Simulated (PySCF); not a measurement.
C2H6Si, charge -1, doublet, at a GFN2-xTB geometry (a state made from the parent by changing its charge; the spin is typed, not shown lowest); CISD/def2-SV(P) in PySCF.

The PySCF input:
```python
from pyscf import gto, scf, ci

mol = gto.M(
    atom='''
Si   -0.252154    0.114819    0.678177
C     0.749586    1.260042   -0.459012
H     0.937025    2.212597    0.046029
H     0.231315    1.495635   -1.399976
H     1.731315    0.846503   -0.732357
C    -0.415417   -1.412207   -0.439747
H     0.554275   -1.853356   -0.712893
H    -0.945725   -1.204224   -1.380512
H    -0.983059   -2.191635    0.077780
''',
    basis='def2-sv(p)',
    charge=-1,
    spin=1,
    verbose=4,
)

mf = scf.UHF(mol)
mf.kernel()

myci = ci.CISD(mf)
myci.kernel()
print('E(CISD) = %.10f' % myci.e_tot)
mf.analyze()
```

Question: Write the output that PySCF gives for this input, abridged.

Answer: 
```
PySCF version 2.14.0

[INPUT] verbose = 4
[INPUT] num. atoms = 9
[INPUT] num. electrons = 33
[INPUT] charge = -1
[INPUT] spin (= nelec alpha-beta = 2S) = 1
[INPUT] symmetry False subgroup None
[INPUT] Mole.unit = angstrom
[INPUT] Symbol           X                Y                Z      unit          X                Y                Z       unit  Magmom
[...]
nuclear repulsion = 97.0659840340714
number of shells = 32
number of NR pGTOs = 108
number of NR cGTOs = 58
basis = def2-sv(p)
ecp = {}

******** <class 'pyscf.scf.uhf.UHF'> ********
method = UHF
initial guess = minao
damping factor = 0
level_shift factor = 0
DIIS = <class 'pyscf.scf.diis.CDIIS'>
diis_start_cycle = 1
diis_space = 8
diis_damp = 0
SCF conv_tol = 1e-09
SCF conv_tol_grad = None
SCF max_cycles = 50
direct_scf = True
direct_scf_tol = 1e-13
number electrons alpha = 17  beta = 16
Set gradient conv threshold to 3.16228e-05
init E= -367.945996002273

cycle= 1 E= -367.879029519796  delta_E= 0.067  |g|= 0.222  |ddm|= 2.02
cycle= 2 E= -367.922408873145  delta_E= -0.0434  |g|= 0.0752  |ddm|= 0.678
cycle= 3 E= -367.927175077188  delta_E= -0.00477  |g|= 0.0274  |ddm|= 0.188
cycle= 4 E= -367.928149186769  delta_E= -0.000974  |g|= 0.00803  |ddm|= 0.149
cycle= 5 E= -367.928260275282  delta_E= -0.000111  |g|= 0.00368  |ddm|= 0.0627
cycle= 6 E= -367.928300639602  delta_E= -4.04e-05  |g|= 0.00109  |ddm|= 0.0593
cycle= 7 E= -367.928304794308  delta_E= -4.15e-06  |g|= 0.000338  |ddm|= 0.0219
cycle= 8 E= -367.928305124934  delta_E= -3.31e-07  |g|= 0.000117  |ddm|= 0.00525
cycle= 9 E= -367.928305157943  delta_E= -3.3e-08  |g|= 4.02e-05  |ddm|= 0.00109
cycle= 10 E= -367.928305161777  delta_E= -3.83e-09  |g|= 1.08e-05  |ddm|= 0.000271
cycle= 11 E= -367.928305162046  delta_E= -2.69e-10  |g|= 3.45e-06  |ddm|= 6.2e-05
Extra cycle  E= -367.928305162065  delta_E= -1.87e-11  |g|= 2.19e-06  |ddm|= 1.02e-05
converged SCF energy = -367.928305162065  <S^2> = 0.77580275  2S+1 = 2.0256384

******** <class 'pyscf.ci.ucisd.UCISD'> ********
CISD nocc = (np.int64(17), np.int64(16)), nmo = (58, 58)
max_cycle = 50
direct = 0
conv_tol = 1e-09
max_cycle = 50
max_space = 12
lindep = 0
nroots = 1
Init t2, MP2 energy = -0.348151359717005
UCISD converged
E(UCISD) = -368.2752771234216  E_corr = -0.346971961356954
E(CISD) = -368.2752771234
**** SCF Summaries ****
Total Energy =                        -367.928305162064646
Nuclear Repulsion Energy =              97.065984034071406
[...]
spin_pop of  1 C 2pz      -0.01026
spin_pop of  1 C 3px       0.00022
spin_pop of  1 C 3py       0.00024
spin_pop of  1 C 3pz       0.00001
spin_pop of  1 C 3dxy     -0.00000
spin_pop of  1 C 3dyz      0.00003
spin_pop of  1 C 3dz^2     0.00005
spin_pop of  1 C 3dxz      0.00001
spin_pop of  1 C 3dx2-y2    0.00010
spin_pop of  2 H 1s        0.00130
spin_pop of  2 H 2s       -0.00010
spin_pop of  3 H 1s        0.01910
spin_pop of  3 H 2s        0.00045
spin_pop of  4 H 1s        0.01910
spin_pop of  4 H 2s        0.00045
spin_pop of  5 C 1s        0.00000
spin_pop of  5 C 2s       -0.00435
spin_pop of  5 C 3s        0.00017
spin_pop of  5 C 2px      -0.00858
spin_pop of  5 C 2py      -0.01070
spin_pop of  5 C 2pz      -0.01011
spin_pop of  5 C 3px       0.00013
spin_pop of  5 C 3py       0.00033
spin_pop of  5 C 3pz       0.00001
spin_pop of  5 C 3dxy      0.00010
spin_pop of  5 C 3dyz     -0.00006
spin_pop of  5 C 3dz^2     0.00005
spin_pop of  5 C 3dxz      0.00010
spin_pop of  5 C 3dx2-y2    0.00000
spin_pop of  6 H 1s        0.01910
spin_pop of  6 H 2s        0.00045
spin_pop of  7 H 1s        0.01910
spin_pop of  7 H 2s        0.00045
spin_pop of  8 H 1s        0.00130
spin_pop of  8 H 2s       -0.00010
 ** Mulliken Spin Density (per atom)  **
spin density of  0 Si =      0.98524
spin density of  1 C =     -0.03290
spin density of  2 H =      0.00120
spin density of  3 H =      0.01954
spin density of  4 H =      0.01954
spin density of  5 C =     -0.03290
spin density of  6 H =      0.01954
spin density of  7 H =      0.01954
spin density of  8 H =      0.00120
 ** Mulliken pop alpha/beta on meta-lowdin orthogonal AOs **
 ** Mulliken pop       alpha | beta **
In total            17.00000 | 16.00000
 ** Mulliken atomic charges   ( Nelec_alpha | Nelec_beta ) **
charge of  0Si =     -0.28085  (     7.63304      6.64781 )
charge of  1C =     -0.46132  (     3.21421      3.24711 )
charge of  2H =      0.04464  (     0.47828      0.47708 )
charge of  3H =      0.02855  (     0.49550      0.47595 )
charge of  4H =      0.02855  (     0.49550      0.47595 )
charge of  5C =     -0.46132  (     3.21421      3.24711 )
charge of  6H =      0.02855  (     0.49550      0.47595 )
charge of  7H =      0.02855  (     0.49550      0.47595 )
charge of  8H =      0.04464  (     0.47828      0.47708 )

WARN: System has nonzero charge -1; the dipole moment is origin-dependent.
Location of origin: [0. 0. 0.]

Dipole moment(X, Y, Z, Debye):  1.20905, -0.55054, -3.25179
```
